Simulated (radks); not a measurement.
Results of a calculation; reference values are marked as such.
Species: neutral europium. Configuration: [Xe] 4f6.5 6s1 6p1.5 (fractional occupations, a model configuration). Code: a radial shooting solver on a logarithmic mesh with Libxc functionals. Model: Dirac Kohn-Sham, PBE, spin-unpolarised, spherical densities, point nucleus; open shells are shared between the two j in proportion to 2j + 1. Some entries of the table are withheld. Estimate them.

orbital     occ.  eigenvalue (hartree)  <r> (bohr)
1s1/2          2             -1776.008     0.02232
2s1/2          2             -291.6806     0.09458
2p1/2          2             -276.7051     0.07907
2p3/2          4             -252.8902     0.08580
3s1/2          2             -64.36770      0.2491
3p1/2          2                   (1)      0.2388
3p3/2          4                   (2)      0.2517
3d3/2          4             -41.87863      0.2236
3d5/2          6             -40.82258      0.2276
4s1/2          2             -12.95814      0.5657
4p1/2          2             -10.46180      0.5787
4p3/2          4              -9.38890      0.6079
4d3/2          4              -5.28111      0.6470
4d5/2          6              -5.08827      0.6574
5s1/2          2              -1.80675       1.369
5p1/2          2                   (3)       1.536
5p3/2          4                   (4)       1.629
4f5/2    2.78571                   (5)      0.9149
4f7/2    3.71429                   (6)      0.9294
6s1/2          1              -0.18979       3.951
6p1/2        0.5              -0.08906       5.085
6p3/2          1              -0.07911       5.368

Answer. 
(1) 3p1/2 eigenvalue (hartree): -57.90560
(2) 3p3/2 eigenvalue (hartree): -53.05118
(3) 5p1/2 eigenvalue (hartree): -1.12800
(4) 5p3/2 eigenvalue (hartree): -0.98245
(5) 4f5/2 eigenvalue (hartree): -0.31272
(6) 4f7/2 eigenvalue (hartree): -0.28897
